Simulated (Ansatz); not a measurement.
Consider the redistribution: `[F][Al]([SH])[Br]` + `C[NH][GaH][CH2]F` → `C[NH][Al]([F])[Br]` + `F[CH2][GaH][SH]`.

Isolated molecules relaxed with PBE0-D4/def2-TZVP in Ansatz; ΔE leaves out vibrations. CCSD(T)/CBS adds triple-zeta CCSD(T) − MP2 to the extrapolated MP2 energy (def2 sets, frozen cores). Functionals use def2-TZVPP. B3LYP here is the variant with VWN-RPA as its local correlation; programs differ in this. For Br, Ga outer-core shells are correlated without core-valence functions, which leaves a few kJ/mol of doubt a bond. Scalar relativity is left out up to krypton. Each species was taken in one conformer, which may not be the lowest.

`[F][Al]([SH])[Br]`:

Cartesian coordinates in Å:
```
F 0.593 -2.005 -0.651
Al 0.314 -0.446 -0.235
S -1.540 0.023 0.762
Br 1.852 1.101 -0.715
H -1.219 1.327 0.838
```

`C[NH][GaH][CH2]F`:

Cartesian coordinates in Å:
```
C 1.271 -1.323 -0.267
N 1.269 -0.022 0.365
Ga -0.086 1.167 0.543
C -1.884 0.743 -0.196
F -1.940 -0.505 -0.817
H 0.282 -1.545 -0.667
H 1.983 -1.374 -1.101
H 1.530 -2.122 0.438
H 2.165 0.228 0.751
H 0.238 2.503 1.289
H -2.187 1.496 -0.934
H -2.641 0.755 0.596
```

`C[NH][Al]([F])[Br]`:

Cartesian coordinates in Å:
```
C -1.093 -0.161 -0.773
N -0.256 -0.228 0.410
Al 1.390 0.328 0.600
F 2.160 1.028 -0.671
Br 2.467 0.102 2.549
H -1.403 -1.154 -1.114
H -0.544 0.308 -1.592
H -1.997 0.435 -0.603
H -0.724 -0.657 1.194
```

`F[CH2][GaH][SH]`:

Cartesian coordinates in Å:
```
F 0.423 1.135 -1.262
C 0.159 1.113 0.103
Ga -0.255 -0.737 0.712
S -0.202 -2.274 -0.848
H -0.679 1.791 0.298
H 1.033 1.516 0.625
H -0.603 -1.161 2.173
H 0.124 -1.382 -1.801
```

```json
{"level": "r2SCAN-D4", "ΔE (kJ/mol)": "-36.6", "difference from CCSD(T)/CBS": "-5.7"}
{"level": "PBE0-D4", "ΔE (kJ/mol)": "-35.2", "difference from CCSD(T)/CBS": "-4.3"}
{"level": "ωB97X-V", "ΔE (kJ/mol)": "-34.8", "difference from CCSD(T)/CBS": "-3.9"}
{"level": "B2PLYP", "ΔE (kJ/mol)": "-35.7", "difference from CCSD(T)/CBS": "-4.8"}
{"level": "PBE", "ΔE (kJ/mol)": "-33.3", "difference from CCSD(T)/CBS": "-2.4"}
{"level": "r2SCAN", "ΔE (kJ/mol)": "-36.9", "difference from CCSD(T)/CBS": "-6.0"}
{"level": "PBE0", "ΔE (kJ/mol)": "-36.0", "difference from CCSD(T)/CBS": "-5.1"}
{"level": "B3LYP", "ΔE (kJ/mol)": "-38.1", "difference from CCSD(T)/CBS": "-7.2"}
{"level": "HF/def2-TZVPP", "ΔE (kJ/mol)": "-44.0", "difference from CCSD(T)/CBS": "-13.1"}
{"level": "MP2/def2-TZVPP", "ΔE (kJ/mol)": "-32.6", "difference from CCSD(T)/CBS": "-1.7"}
{"level": "SCS-MP2/def2-TZVPP", "ΔE (kJ/mol)": "-33.7", "difference from CCSD(T)/CBS": "-2.8"}
{"level": "CCSD/def2-TZVPP", "ΔE (kJ/mol)": "-34.4", "difference from CCSD(T)/CBS": "-3.5"}
{"level": "CCSD(T)/def2-TZVPP", "ΔE (kJ/mol)": "-32.7", "difference from CCSD(T)/CBS": "-1.8"}
{"level": "SCS-MP2/def2-QZVPP", "ΔE (kJ/mol)": "-32.7", "difference from CCSD(T)/CBS": "-1.8"}
{"level": "HF/CBS(def2)", "ΔE (kJ/mol)": "-43.6", "difference from CCSD(T)/CBS": "-12.7"}
{"level": "CCSD/CBS(def2)", "ΔE (kJ/mol)": "-32.7", "difference from CCSD(T)/CBS": "-1.8"}
{"level": "CCSD(T)/CBS", "ΔE (kJ/mol)": "-30.9", "difference from CCSD(T)/CBS": "0"}
```

Largest T1 diagnostic among the species: 0.014.

In def2-TZVPP, CCSD(T) changes the Hartree–Fock value by +11.3 kJ/mol (the triples alone add +1.8 kJ/mol) and MP2 by +11.5 kJ/mol.
